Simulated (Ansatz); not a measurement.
One change: `BO[SiH2]S` becomes `[AlH2][O][SiH2]S`.

Ansatz, PBE0-D4/def2-TZVP geometries, multiplicity 1. Each molecule was computed in one conformer, which needn't be the lowest.

```csv
property,`BO[SiH2]S`
LUMO energy (PBE/def2-TZVPP) / eV,-1.79
HOMO energy (ωB97M-V/def2-TZVPP) / eV,-10.12
"ideal-gas entropy at 298 K and 1 bar (rigid rotor, harmonic PBE0-D4/def2-TZVP) / J/(mol·K)",338
LUMO energy (ωB97M-V/def2-TZVPP) / eV,1.12
HOMO–LUMO gap (PBE/def2-TZVPP) / eV,4.90
zero-point energy (PBE0-D4/def2-TZVP) / kJ/mol,139.0
```

Problem. What does the change do to each property? (Estimate.)

Solution. Computed: 
```csv
property,`[AlH2][O][SiH2]S`,shift
LUMO energy (PBE/def2-TZVPP) / eV,-2.03,-0.24
HOMO energy (ωB97M-V/def2-TZVPP) / eV,-9.81,0.31
"ideal-gas entropy at 298 K and 1 bar (rigid rotor, harmonic PBE0-D4/def2-TZVP) / J/(mol·K)",369,31
LUMO energy (ωB97M-V/def2-TZVPP) / eV,0.33,-0.79
HOMO–LUMO gap (PBE/def2-TZVPP) / eV,4.33,-0.57
zero-point energy (PBE0-D4/def2-TZVP) / kJ/mol,118.7,-20.3
```

With PBE0 the HOMO rises by 0.32 eV and the LUMO falls by 0.48 eV, so the gap narrows by about 0.80 eV. PBE moves the HOMO by 0.32 eV and ωB97M-V by 0.31 eV. Modes under 60 cm⁻¹, often nearly free rotors, make the harmonic entropy too high.
